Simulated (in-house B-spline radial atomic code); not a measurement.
## Ionising Nd III (Nd2+) with different functionals

Computed with an all-electron radial atomic-structure program (B-spline basis): scalar-relativistic (spin-free X2C) Hamiltonian, Fermi nucleus of rms radius 4.9123 fm, spin-polarised at highest spin, spherical fractional occupations for the functionals, and exact exchange of hybrids averaged over the configuration. The ionisation energy is the difference of two self-consistent energies, [Xe] 4f4 → [Xe] 4f3, without Breit or QED terms; ε is the level of the shell that loses the electron (its least bound occupied spin orbital). There is no spin-orbit coupling in this Hamiltonian.

```
   method                    rung  ΔSCF (eV)  -ε(4f) (eV)
     PBE0           global hybrid      22.79        17.75
    B3LYP           global hybrid      22.90        17.29
    TPSSh           global hybrid      22.94        16.20
BHandHLYP           global hybrid      22.04        19.89
  r2SCAN0           global hybrid      22.70        17.66
    B97-1           global hybrid      22.81        17.30
    HSE06  range-separated hybrid      22.75        17.29
    wB97X  range-separated hybrid      22.64        20.09
CAM-B3LYP  range-separated hybrid      22.79        19.17
  LC-wPBE  range-separated hybrid      22.98        20.38
```

Question: Among the functionals, which spreads more, the ΔSCF values or the orbital energies?

Answer: The orbital energies: ΔSCF values span about 0.94 eV and the orbital energies 4.18 eV; here energy differences depend much less on the functional than eigenvalues do.

Question: How do they compare with the NIST value?

Answer: NIST lists 22.09 eV ± 0.04 (semi-empirical, ground level to ground level). Errors run from -0.05 to +0.89 eV; BHandHLYP is closest (-0.05 eV), but part of that can be cancellation, since the calculations leave out spin-orbit coupling, Breit-QED terms, multiplet and fine-structure energies.
